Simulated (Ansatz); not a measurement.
Cost and result for the atomization energy of C3H6FNSi, SMILES `CC[Si]1(F)C=N1` (12 atoms, 12 bonds).

```tsv
atom	x (Å)	y (Å)	z (Å)
C1	-0.247	-0.408	1.513
C2	-0.590	-0.920	0.118
Si3	0.036	0.175	-1.233
F4	-0.395	-0.424	-2.645
C5	1.261	1.431	-1.131
N6	0.068	1.925	-1.076
H7	-0.653	0.591	1.682
H8	-0.653	-1.070	2.281
H9	0.834	-0.350	1.662
H10	-1.674	-1.005	-0.013
H11	-0.191	-1.927	-0.044
H12	2.204	1.982	-1.115
```

Total charge 0; spin multiplicity 1. Geometry: relaxed with PBE0-D4/def2-TZVP. It is one conformer, not always the lowest. Program: Ansatz. All runs use 4 threads of an Intel Xeon Platinum 8375C on a shared host. Times are those of one run each, without the atoms' runs, and a repeat can differ threefold. Electronic energies, without spin–orbit coupling; frozen cores. CCSD(T)/CBS adds CCSD(T) − MP2 in def2-TZVPP to the MP2 limit, and its time is that of the two runs behind it. T1 = 0.012. HSE06 is the plane-wave form, built on full-range PBE exchange.

CCSD(T)/CBS is a level of theory with its own doubt, some kJ/mol a heavy atom from the limit and from the frozen cores, so smaller differences don't rank the functionals.

```csv
level,functions,wall time
BLYP-D4/def2-TZVPP,281,2 s
PBE-D4/def2-TZVPP (with forces),281,2.4 s
PBE0-D4/def2-TZVPP,281,2.7 s
BHLYP-D4/def2-TZVPP,281,2.8 s
HSE06-D4/def2-TZVPP,281,3.1 s
r2SCAN-D4/def2-TZVPP (with forces),281,4 s
B2PLYP/def2-TZVPP,281,5.5 s
CCSD(T)/def2-SVP,118,5.5 s
PBE-QIDH/def2-TZVPP,281,6 s
B97M-V/def2-TZVPP,281,7 s
MP2/def2-QZVPP,535,22 s
CCSD(T)/def2-TZVPP,281,2.5 min
CCSD(T)/CBS(def2),–,2.9 min
```

Problem. What atomization energy does each give, and how far from CCSD(T)/CBS? (Best estimate.)

Solution. Ansatz gave: 
```tsv
level	atomization (kJ/mol)	difference from CCSD(T)/CBS	per bond
BLYP-D4/def2-TZVPP	4848.9	7.1	0.6
PBE-D4/def2-TZVPP (with forces)	4970.5	128.7	10.7
PBE0-D4/def2-TZVPP	4865.8	24.0	2.0
BHLYP-D4/def2-TZVPP	4682.8	-159.0	-13.2
HSE06-D4/def2-TZVPP	4869.4	27.6	2.3
r2SCAN-D4/def2-TZVPP (with forces)	4853.7	11.9	1.0
B2PLYP/def2-TZVPP	4796.9	-44.9	-3.7
CCSD(T)/def2-SVP	4544.7	-297.1	-24.8
PBE-QIDH/def2-TZVPP	4820.1	-21.7	-1.8
B97M-V/def2-TZVPP	4861.7	19.9	1.7
MP2/def2-QZVPP	4895.4	53.6	4.5
CCSD(T)/def2-TZVPP	4706.5	-135.3	-11.3
CCSD(T)/CBS(def2)	4841.8	0.0	0.0
```

From PBE to PBE0 (25 % exact exchange), in def2-TZVPP and without D4, the atomization energy moves by −100.7 kJ/mol: exact exchange takes away binding that semilocal exchange gives to molecules. In def2-TZVPP, CCSD(T) changes the Hartree–Fock value by +1233.4 kJ/mol (the triples alone add +83.2 kJ/mol) and MP2 by +1341.2 kJ/mol; breaking electron pairs costs correlation energy, which Hartree–Fock lacks. At CCSD(T), def2-SVP lies −297.0 kJ/mol from the extrapolated value and def2-TZVPP −135.3 kJ/mol: correlation converges slowly with the basis, and small sets miss more of it in the bonded molecule than in its fragments.
